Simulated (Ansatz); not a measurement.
Consider the silylene formation by 1,1-elimination: `C[SiH](N)S` → `C[Si]N` + H₂S.

Computed with Ansatz on PBE0-D4/def2-TZVP structures; ΔE is electronic, products minus reactants. CCSD(T)/CBS adds triple-zeta CCSD(T) − MP2 to the extrapolated MP2 energy (def2 sets, frozen cores). This one scheme is used for every species. DFT in def2-TZVPP. B3LYP here is the variant with VWN-RPA as its local correlation; programs differ in this. One conformer a species, not always the lowest.

```tsv
level	ΔE (kJ/mol)
B3LYP-D4	218.7
PBE0	228.3
CCSD(T)/def2-TZVPP	219.8
HF/CBS(def2)	220.4
```

**Question.** What does CCSD(T)/CBS give? (Best estimate.)

**Answer.** Ansatz gave: +227.6 kJ/mol. The listed levels differ from it by -8.9, 0.7, -7.8, -7.2 kJ/mol.

Largest T1 diagnostic among the species: 0.013.

The D4 term adds +14.7 kJ/mol with B3LYP and +8.1 kJ/mol with PBE0; it sums over pairs of atoms, weighted by their polarisabilities, and B3LYP, whose exchange is more repulsive, gets the larger term. From PBE to PBE0 (25 % exact exchange), in def2-TZVPP and without D4, ΔE moves by +16.8 kJ/mol.
